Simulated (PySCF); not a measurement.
**How methods differ on the ionisation energy of I³⁵⁺**

I³⁵⁺ [Ar] (1S) → I³⁶⁺ [Ne] 3s2 3p5 (2P), as a difference of total energies. Calculation: PySCF 2.14, in an uncontracted even-tempered set (18 s from 5.9 bohr⁻², ratio 2.5; 12 p from 7.7 bohr⁻², ratio 2.5; 5 d from 35 bohr⁻², ratio 2.7; 4 f from 52 bohr⁻², ratio 2.7); the spin-free X2C one-electron Hamiltonian (Gaussian nucleus). Correlated levels: outer shells: 1s2 frozen; virtual orbitals above 40 to 60 times the deepest correlated orbital energy dropped. The calculations carry no spin-orbit coupling.

```
                method  ionisation energy (eV)
                   UHF                  2454.6
    MP2 (outer shells)                  2455.6
SCS-MP2 (outer shells)                  2455.5
   CCSD (outer shells)                  2455.5
CCSD(T) (outer shells)                  2455.5
```

A first-order spin-orbit estimate (lowest level to lowest level, LS coupling) adds -22.623 eV.

Breit and QED terms and the two-electron picture change are absent.

For comparison: 2431 ± 5 eV (theoretical estimate listed by NIST; NIST Atomic Spectra Database, ionization energies).
